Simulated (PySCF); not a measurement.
Orbital energies, ionisation energy and electron affinity

Sn(NCO)4, C₄N₄O₄Sn.
Structure used (PBE0-D3(BJ)/def2-SVP), in Å, numbered top down from 1:
```xyz
13
C4N4O4Sn angstrom
Sn     0.0367   -0.0728   -0.1345
N      0.2963   -0.4620    1.8011
C     -0.0678   -0.1143    2.9023
O     -0.3714    0.1694    3.9887
N      1.7295    0.5896   -0.9310
C      2.9212    0.3831   -0.9779
O      4.0723    0.2457   -1.0691
N     -1.3795    1.2989   -0.3593
C     -1.6308    2.4315   -0.6998
O     -1.9414    3.5084   -1.0103
N     -0.4908   -1.7301   -1.0800
C     -1.2323   -2.6813   -1.1441
O     -1.9114   -3.6184   -1.2639
```

Level: wB97X-D/def2-SVPD (PySCF). Frontier orbitals with their largest atomic shares (Löwdin; up to four atoms above 4 %):

| orbital | ε (eV) | main atoms |
| --- | --- | --- |
| HOMO−3 | -11.53 | N8 18 %, N5 14 %, O10 12 %, O7 10 % |
| HOMO−2 | -11.48 | N5 19 %, N11 16 %, O7 13 %, O13 11 % |
| HOMO−1 | -11.27 | ? |
| HOMO | -11.27 | ? |
| LUMO | -0.67 | Sn1 25 %, N2 14 %, N8 13 %, N5 12 % |
| LUMO+1 | 0.95 | Sn1 30 %, C12 11 %, C9 7 %, N8 6 % |
| LUMO+2 | 1.00 | Sn1 31 %, C3 12 %, C6 11 %, C9 6 % |

Q: What vertical ionisation energy does ΔSCF give, and how far is −ε(HOMO) from it?

A: ΔSCF: 11.42 eV (1102 kJ/mol; threshold wavelength 109 nm); ⟨S²⟩ of the doublet left behind is 0.761, against 0.75 for a pure doublet. −ε(HOMO) is 11.27 eV, 0.15 eV below it. For the exact functional −ε(HOMO) would equal the first vertical ionisation energy; wB97X-D (range-separated hybrid) comes within 0.15 eV of that here.

Q: On which atoms does the HOMO lie?

A: HOMO: N2 23 %, O4 15 %, N11 14 %, N5 10 %; HOMO−1: N8 22 %, O10 14 %, N2 12 %, N11 12 %. These 2 orbitals lie within 0.02 eV of one another. The HOMO−2 lies 0.21 eV lower.

Q: And the vertical electron affinity, the fundamental gap, Mulliken's electronegativity and the hardness (with the factor ½)?

A: EA = 0.70 eV by ΔSCF (−ε(LUMO) = 0.67 eV). IE − EA = 10.72 eV against an orbital gap of 10.60 eV; (IE + EA)/2 = 6.06 eV; (IE − EA)/2 = 5.36 eV. Parr's electrophilicity index (IE + EA)²/[8(IE − EA)] is 1.71 eV.

Q: Shift the occupied levels rigidly so that −ε(HOMO) equals the ΔSCF value. What binding energies result?

A: The shift is +0.15 eV: HOMO 11.42, HOMO−1 11.42, HOMO−2 11.63, HOMO−3 11.68 eV. A rigid shift is only a rough guide to the deeper ionisations.

Q: With α = 114.4 au, estimate the like-pair dispersion coefficient by London's formula C6 = (3/4)α²I.

A: I = 0.4198 Eh, so C6 ≈ 4120 au, a rough estimate.

Q: What total energies stand behind the ΔSCF value?

A: E(N) = -886.07827 Eh and E(N − 1) = -885.65850 Eh at the same geometry, 0.41977 Eh apart. With one more electron, E(N + 1) = -886.10383 Eh.

Q: The lowest singlet excitation (vertical TDDFT, same level) lies at 6.08 eV. How far is it below IE − EA?

A: IE − EA = 10.72 eV, so by 4.64 eV.

Geometry: PBE0-D3(BJ)/def2-SVP, one conformer, isolated molecule. Atoms past krypton carry effective core potentials; spin–orbit coupling is left out.

Note: wB97X-D ran without an empirical dispersion term, which enters the total energy and its gradient alone.
